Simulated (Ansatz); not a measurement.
Computed with Ansatz on PBE0-D4/def2-TZVP structures; ΔE is electronic, products minus reactants. CCSD(T)/CBS is the MP2 limit (def2-TZVPP, def2-QZVPP) plus CCSD(T) − MP2 in def2-TZVPP, frozen cores. This one scheme is used for every species. Functionals use def2-TZVPP. B3LYP here is the variant with VWN-RPA as its local correlation; programs differ in this. Each species was taken in one conformer, which may not be the lowest.

`N[Si](O)(O)F` + `C=C` → `C=C[Si](N)(O)O` + H–F  (formal exchange of groups at the Si–F bond)

| level | ΔE (kJ/mol) | difference from CCSD(T)/CBS |
| --- | --- | --- |
| PBE-D4 | 145.3 | -11.2 |
| r2SCAN-D4 | 162.7 | 6.2 |
| PBE0-D4 | 150.3 | -6.2 |
| B3LYP-D4 | 158.9 | 2.4 |
| B2PLYP | 165.9 | 9.4 |
| PBE | 152.5 | -4.0 |
| r2SCAN | 164.9 | 8.4 |
| PBE0 | 156.8 | 0.3 |
| B3LYP | 170.1 | 13.6 |
| MP2/def2-TZVPP | 153.8 | -2.7 |
| SCS-MP2/def2-TZVPP | 160.2 | 3.7 |
| CCSD/def2-TZVPP | 161.7 | 5.2 |
| MP2/def2-QZVPP | 154.4 | -2.1 |
| HF/CBS(def2) | 189.7 | 33.2 |
| MP2/CBS(def2) | 153.6 | -2.9 |
| CCSD/CBS(def2) | 161.5 | 5.0 |
| CCSD(T)/CBS | 156.5 | 0 |

Largest T1 diagnostic among the species: 0.011.

The D4 term adds −11.2 kJ/mol with B3LYP and −6.4 kJ/mol with PBE0; it sums over pairs of atoms, weighted by their polarisabilities, and B3LYP, whose exchange is more repulsive, gets the larger term. From PBE to PBE0 (25 % exact exchange), in def2-TZVPP and without D4, ΔE moves by +4.3 kJ/mol.
